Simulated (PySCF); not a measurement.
Spinor energies of Tm(65+) (thulium, charge +65)

Start: [He] 2s2. Calculated with PySCF 2.14 in an uncontracted even-tempered set (17 s from 49 bohr⁻², ratio 2.4; 13 p from 64 bohr⁻², ratio 2.4; 5 d from 200 bohr⁻², ratio 2.6; 4 f from 300 bohr⁻², ratio 2.6): generalised Hartree-Fock with the X2C-1e Hamiltonian and a Gaussian nucleus; one run each with spin-orbit coupling (SO) switched off, then screened by Boettger's factors.

| spinor shell | electrons | ε, spin-free (eV) | ε, screened SO (eV) | weight of nominal j (screened SO) | rms radius, screened SO (bohr) |
| --- | --- | --- | --- | --- | --- |
| 1s1/2 | 2 | -67292.8 | -67292.8 | 1.000 | 0.0226 |
| 2s1/2 | 2 | -16527.2 | -16527.2 | 1.000 | 0.0875 |

```
   quantity    spin-free  screened SO
E (hartree)  -6283.03920  -6283.03920
        M_J            0            0
       ⟨J²⟩        0.000        0.000
       ⟨L²⟩        0.000        0.000
       ⟨S²⟩        0.000        0.000
```

Breit and QED terms are absent; they matter most for the inner s and p1/2 levels.

Densities and radii are taken from the X2C orbitals without a picture-change correction, which distorts them close to the nucleus.

Without spin-orbit coupling the j labels of p, d and f shells carry no meaning; the spin-free column gives the mean over the occupied spinors of each nl shell.
